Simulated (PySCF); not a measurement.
Ionisation energy of V by level of theory

V [Ar] 3d3 4s2 (4F) → V⁺ [Ar] 3d4 (5D), as a difference of total energies. Calculation: PySCF 2.14, in aug-cc-pVDZ-DK; the spin-free X2C one-electron Hamiltonian (Gaussian nucleus). Correlated levels: valence: [Ar] frozen. The calculations carry no spin-orbit coupling.

Question: Order these methods by the ionisation energy they give, lowest first.
A. SCS-MP2 (valence)
B. LDA
C. MP2 (valence)
D. MN15

Answer: D (6.065 eV), B (6.485 eV), C (6.526 eV), A (6.999 eV).

Errors of the correlated levels include the incompleteness of this basis and the frozen core.

For comparison: 6.732 eV (measured; NIST levels, between the centres of gravity of the two terms).
